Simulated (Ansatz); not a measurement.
`C#C[SiH](F)Cl` + HCl → `C#C[SiH](Cl)Cl` + H–F at 298.15 K and 1 bar (ligand exchange at the Si–F bond).

Program: Ansatz. Geometries: PBE0-D4/def2-TZVP. ΔE: electronic, gas phase. CBS: MP2 limit from def2 TZ/QZ plus the TZ coupled-cluster correction, frozen cores. This one scheme is used for every species.

```csv
species,CCSD(T)/CBS energy (Eh),H − E (kJ/mol),S (J/(mol·K))
`C#C[SiH](F)Cl`,-926.02177,105.0,330.6
HCl,-460.38127,26.6,186.8
`C#C[SiH](Cl)Cl`,-1285.99086,102.6,342.6
H–F,-100.39570,33.5,173.6
```

H − E and S are ideal-gas, rigid-rotor, harmonic terms from PBE0-D4/def2-TZVP, for one conformer and one mirror image of each species. 1 Eh = 2625.50 kJ/mol, R = 8.31446 J/(mol·K).

Problem. By hand: ΔE, ΔH, ΔS and ΔG.

Solution. ΔE = (-1285.99086) + (-100.39570) − (-926.02177) − (-460.38127) = 0.01648 Eh = 43.3 kJ/mol. Δ(H − E) = 102.6 + 33.5 − 105.0 − 26.6 = 4.5, so ΔH = 47.8 kJ/mol. ΔS = 342.6 + 173.6 − 330.6 − 186.8 = -1.2 J/(mol·K). ΔG = 47.8 − 298.15 × (-1.2)/1000 = 48.2 kJ/mol.

Problem. By hand: the equilibrium constant, and the temperature at which ΔG would vanish if ΔH and ΔS stayed fixed.

Solution. log₁₀ K = −ΔG/(RT ln 10) = -8.4. ΔH and −TΔS have one sign here, so there is no such temperature.

The number of gas molecules stays the same, so ΔS is small and ΔH decides. A doubt of 5 kJ/mol in ΔE shifts log₁₀ K by 0.9 here. Other conformers and mirror images would add mixing entropy, several J/(mol·K) or more a flexible species. These are equilibria of isolated gas molecules and say nothing of rates. Largest T1 diagnostic: 0.012 (customary marks: 0.02 for closed shells, 0.045 for open ones).

ΔS is within the doubt of such terms, so its sign, and with it that verdict, could turn.
